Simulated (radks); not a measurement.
Spin polarisation of the 5d5 shell in the rhenium ion Re+. Start: [Xe] 4f14 5d(up 2.5, down 2.5) 6s(up 0.5, down 0.5); electrons of 5d are moved from spin down to spin up, other shells keep equal spins. Calculated with a radial shooting solver on a logarithmic mesh with Libxc functionals: non-relativistic Kohn-Sham, r2SCAN, spin-polarised, spherical densities, point nucleus; meta-GGA in the generalised Kohn-Sham scheme.

moment (Bohr magnetons),E - E(0) (eV),e(5d up) (eV),e(5d down) (eV),6s down minus up (eV)
0,0.000,-14.103,-14.103,0.000
1,-0.203,-14.489,-13.675,0.330
2,-0.817,-14.837,-13.193,0.675
3,-1.853,-15.150,-12.645,1.021
4,-3.331,-15.426,-12.007,1.361
5,-5.285,-15.669,-11.258,1.767

At moment 5 the spin-polarisation energy is -5.285 eV and the 5d exchange splitting 4.412 eV, that is 0.882 eV per Bohr magneton; E = -I m^2/4 would give I = 0.846 eV.
